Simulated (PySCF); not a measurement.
Isomers of C5H6FNO, mass 115.043 u with the commonest isotopes. Method: PBE0-D3(BJ)/def2-SVP geometry optimisation, gas phase in PySCF 2.14.0. One conformer each, none proved a minimum here; rigid rotors.

Question: Order these by rotational constant B, largest first.
A. `[N:1]#[C:2][C@@H:3]1[CH2:4][C@H:5]([F:6])[CH2:7][O:8]1` with C2–C3–C4–C5 -85°, C3–C4–C5–F6 85°, C4–C5–C7–O8 18°, C5–C7–O8–C3 5°
B. `[CH3:1][C@@H:2]([C:3]#[N:4])[C@@H:5]1[O:6][C@H:7]1[F:8]` with C1–C2–C5–O6 161°
C. `[N:1]#[C:2][C@@H:3]1[O:4][C@H:5]1[CH2:6][CH2:7][F:8]` with O4–C5–C6–C7 151°, C5–C6–C7–F8 -62°

Answer: A (1972 MHz), C (1287 MHz), B (1208 MHz).

Question: Order these by dipole moment, largest first.
A. `[CH3:1][C@@H:2]([C:3]#[N:4])[C@@H:5]1[O:6][C@H:7]1[F:8]` with C1–C2–C5–O6 161°
B. `[N:1]#[C:2][C@@H:3]1[O:4][C@H:5]1[CH2:6][CH2:7][F:8]` with O4–C5–C6–C7 151°, C5–C6–C7–F8 -62°
C. `[N:1]#[C:2][C@@H:3]1[CH2:4][C@H:5]([F:6])[CH2:7][O:8]1` with C2–C3–C4–C5 -85°, C3–C4–C5–F6 85°, C4–C5–C7–O8 18°, C5–C7–O8–C3 5°

Answer: C (5.15 D), B (4.92 D), A (4.44 D).

Question: Order these by rotational constant A, smallest first.
A. `[N:1]#[C:2][C@@H:3]1[CH2:4][C@H:5]([F:6])[CH2:7][O:8]1` with C2–C3–C4–C5 -85°, C3–C4–C5–F6 85°, C4–C5–C7–O8 18°, C5–C7–O8–C3 5°
B. `[N:1]#[C:2][C@@H:3]1[O:4][C@H:5]1[CH2:6][CH2:7][F:8]` with O4–C5–C6–C7 151°, C5–C6–C7–F8 -62°
C. `[CH3:1][C@@H:2]([C:3]#[N:4])[C@@H:5]1[O:6][C@H:7]1[F:8]` with C1–C2–C5–O6 161°

Answer: A (3057 MHz), B (3552 MHz), C (4180 MHz).

```tsv
SMILES	point group	Ia (u·Å²)	Ib (u·Å²)	Ic (u·Å²)	κ	μa (D)	μb (D)	μc (D)
N#C[C@@H]1C[C@H](F)CO1	C1	165.29	256.27	312.78	-0.51	4.02	1.91	2.59
C[C@@H](C#N)[C@@H]1O[C@H]1F	C1	120.91	418.40	506.75	-0.87	1.48	4.00	1.22
N#C[C@@H]1O[C@H]1CCF	C1	142.28	392.56	492.52	-0.79	4.64	1.58	0.41
```
